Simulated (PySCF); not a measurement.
# Bond curve of SnP

Set-up: PySCF, scalar-relativistic core potentials, basis sets Sn def2-SVPD with ECP28, P def2-SVPD. Energies in eV from Sn + P in their ground configurations at the same level. State: ²Π (doublet), unpaired electrons π ↑.

```
R (Å)  M06-2X  UHF-CCSD(T)  UHF-CCSD  r²SCAN
2.030  -1.222                         -1.515
2.125  -1.937       -1.526    -1.341  -2.241
2.219  -2.323       -1.966    -1.770  -2.642
2.290  -2.455       -2.160    -1.926  -2.787
2.361  -2.489       -2.242    -1.989  -2.831
2.432  -2.457       -2.245    -1.971  -2.799
2.526  -2.350       -2.162    -1.859  -2.673
2.644  -2.156       -1.971    -1.626  -2.443
2.786  -1.886       -1.681    -1.285  -2.126
2.975  -1.522                         -1.702
```

Put a parabola through the three lowest points of the M06-2X curve and estimate Re, k and ωe (reduced mass 24.62 u; 1 eV/Å² = 0.16022 mdyn/Å; ωe = 1302.8·√(k/μ) cm⁻¹).

Through R = 2.29, 2.361, 2.432 Å the second-order coefficient is 6.55 eV/Å², so Re ≈ 2.362 Å, k ≈ 2.10 mdyn/Å and ωe ≈ 380 cm⁻¹. A polynomial fit of higher order to the unrounded M06-2X energies gives Re = 2.358 Å, k = 2.14 mdyn/Å, ωe = 384 cm⁻¹; anharmonicity and rounding make the difference.

The higher-order fit for each curve: M06-2X: Re = 2.358 Å, ωe = 384 cm⁻¹, De = 2.49 eV; r²SCAN: Re = 2.363 Å, ωe = 407 cm⁻¹, De = 2.83 eV. UHF-CCSD(T) gave no clean fit. UHF-CCSD gave no clean fit.

Correlated steps freeze 9 core orbitals. Correlated levels converge slowly with the basis: in double zeta they bind strong bonds too weakly, by up to about 1 eV, and carry superposition errors of some tenths. ⟨S²⟩ of the unrestricted solution departs from its pure value on part of the curve, where spin states mix. Spin–orbit coupling is left out, which matters for elements this heavy, above all for dissociation energies. The state is the lowest determinant that a PBE0 search found; another state may lie lower at other levels.
